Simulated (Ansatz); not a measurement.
Mulliken charges of `OB(S)Cl` from B3LYP/def2-TZVPP in Ansatz (PBE0-D4/def2-TZVP geometry).

```json
{"atom": "O1", "x (Å)": "0.302", "y (Å)": "0.908", "z (Å)": "-0.627", "charge (e)": "-0.257"}
{"atom": "B2", "x (Å)": "-0.232", "y (Å)": "-0.218", "z (Å)": "-0.113", "charge (e)": "0.291"}
{"atom": "S3", "x (Å)": "0.333", "y (Å)": "-0.896", "z (Å)": "1.456", "charge (e)": "-0.172"}
{"atom": "Cl4", "x (Å)": "-1.521", "y (Å)": "-1.084", "z (Å)": "-0.964", "charge (e)": "-0.182"}
{"atom": "H5", "x (Å)": "-0.088", "y (Å)": "1.163", "z (Å)": "-1.469", "charge (e)": "0.208"}
{"atom": "H6", "x (Å)": "1.249", "y (Å)": "0.064", "z (Å)": "1.671", "charge (e)": "0.112"}
```

Q: By hand: the dipole of these point charges (1 e Å = 4.8032 D).

A: Σ q r = (0.196, 0.304, -0.065) e Å, of length 0.368 e Å = 1.77 D.

Q: How does the dipole of the full density compare? (Estimate.)

A: Computed: (0.094, 0.268, -0.170) e Å, 1.59 D; the point charges give 1.11 times that, at 24° from its direction.

Point charges leave out the atoms' own dipoles, such as those of lone pairs, and Mulliken's split depends on the basis, so the two needn't agree.

B3LYP here is the variant with VWN-RPA as its local correlation; programs differ in this.
